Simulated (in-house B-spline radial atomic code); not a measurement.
Ni⁵⁺. Computed with a B-spline radial atomic code. Model: all-electron spherical atom, spin shells full or empty, radial basis limit, no spin-orbit coupling, Breit or QED, empty-state partial waves extrapolated as (l+1/2)^-4, RPA, G0W0 and static COHSEX of the highest shell as one setting changes (uncorrelated shells keep exact exchange).

Given: element Ni; charge 5; filled core Ar; hamiltonian one-electron scalar X2C; mean-field start r2SCAN; highest l of empty states 9; nuclear rms radius 3.7757 fm; highest mean-field shell 3d up.

Shell: 3d 5 0 (electrons up and down).

```tsv
lowest nl shells left uncorrelated	RPA correlation energy (hartree)	G0W0 level (eV)	G0W0 minus most complete (meV)	COHSEX level (eV)	linearised minus solved G0W0 (meV)
0	-1.5705	-107.73	0	-111.94	-40.5
1	-1.424	-107.73	0.5	-111.94	-40.5
2	?	?	?	?	?
3	?	?	?	?	?
4	-0.63059	-107.7	25.7	-111.71	-40.9
5	-0.15317	-108.3	-576.2	-110.75	-48.1
```

Q: What follows for lowest nl shells left uncorrelated = 2?

A: RPA correlation energy -1.2571 hartree; G0W0 level -107.69 eV; G0W0 minus most complete 32.8 meV; COHSEX level -111.9 eV; linearised minus solved G0W0 -40.3 meV.

Q: What follows for lowest nl shells left uncorrelated = 3?

A: RPA correlation energy -0.79689 hartree; G0W0 level -107.58 eV; G0W0 minus most complete 146.5 meV; COHSEX level -111.87 eV; linearised minus solved G0W0 -39.5 meV.
